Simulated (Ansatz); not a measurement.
Basis sets compared for ZrAg4⁺. Charge 1, multiplicity 2. Geometry r2SCAN-D4/def2-SVP. Ansatz on 4 threads of Arm Neoverse V1 on a shared host; times are rough, and most runs start from earlier orbitals.

```xyz
5

Zr   -1.0243   -0.7184   -0.5224
Ag    1.0671    0.7601    0.5515
Ag    0.1945    1.1801   -2.0618
Ag   -1.4631    0.7930    1.7118
Ag    1.2257   -2.0148    0.3209
```

In the def2 sets Ag, Zr take a core potential; there is no spin–orbit coupling. Another isomer (doublet) lies 0.29 eV lower at PBE0-D4/def2-TZVP; other spin states weren't run for this one.

| level | functions | energy (Eh) | HOMO (eV) | LUMO (eV) | wall time |
| --- | --- | --- | --- | --- | --- |
| PBE-D4/def2-SVP | 155 | -634.7459 | -8.53 | -7.96 | 7 s |
| PBE0-D4/def2-SVP | 155 | -634.6254 | -9.26 | -6.99 | 16 s |

Task: Estimate the rows for PBE-D4/def2-TZVP (with forces), PBE0-D4/def2-TZVP.

Result: 
```json
{"level": "PBE-D4/def2-TZVP (with forces)", "functions": "200", "energy (Eh)": "-634.9154", "HOMO (eV)": "-8.54", "LUMO (eV)": "-7.96", "wall time": "10 s"}
{"level": "PBE0-D4/def2-TZVP", "functions": "200", "energy (Eh)": "-634.7879", "HOMO (eV)": "-9.26", "LUMO (eV)": "-6.98", "wall time": "24 s"}
```
